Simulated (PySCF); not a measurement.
iminoborane (BH2N), SMILES N=B.

Geometry: B3LYP-D3(BJ)/def2-TZVPD.

Two levels are set side by side: PBE/def2-TZVPD (PySCF) and PBE0/def2-TZVPD (PySCF). Same geometry, gas phase. Differences are taken from unrounded values.

| quantity | PBE0 |
|---|---|
| orbital gap (eV) | 9.01 |
| highest occupied level (eV) | -8.59 |
| lowest empty level (eV) | 0.42 |
| dipole moment (D) | 0.06 |
| mean polarisability (bohr³) | 22.8 |

Problem. What does PBE give, and how far is it from PBE0? (An estimate is asked for; the answer gives what the named calculation found.)

Solution. 
```csv
quantity,PBE,PBE minus PBE0
orbital gap (eV),6.93,-2.07
highest occupied level (eV),-7.26,1.32
lowest empty level (eV),-0.33,-0.75
dipole moment (D),0.09,0.03
mean polarisability (bohr³),23.6,0.8
```

PBE's occupied levels lie high since its potential decays too fast outside the molecule; exact exchange lowers them and widens the gap. PBE's more diffuse valence density responds more strongly to a field. Differences between two approximate levels are no errors against the true value.

Rough cost on one machine, each run with all the roots and properties that it gave: PBE0 against PBE within a factor of 2.
